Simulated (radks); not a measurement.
Spherical jellium clusters: N electrons in a uniform positive sphere of charge N and radius rs N^(1/3), rs = 5.97 bohr. Method: non-relativistic Kohn-Sham, LDA (Slater exchange, Perdew-Wang correlation), spin-polarised, spherical densities; computed with a radial shooting solver with Libxc functionals. Levels are named by radial order and angular momentum (1s, 1p, 1d, 2s, ...), and open shells are averaged over m.

N = 2, configuration 1s2. This is the lowest configuration that the search found. Occupied and some empty levels:

level  occupation  eigenvalue (eV)  <r> (bohr)
1s              2          -2.3217       5.619
1p              0          -1.2204       7.496
2s              0         -0.26615       12.27
1d              0         -0.16961       10.67

Energy (eV): total -3.18542, kinetic 1.6722, external -17.253, Hartree 8.7214, exchange-correlation -5.0084, background 8.6825. Static polarisability (adiabatic kernel): 581.9 bohr^3, against R^3 = 425.6 for a classical metal sphere.
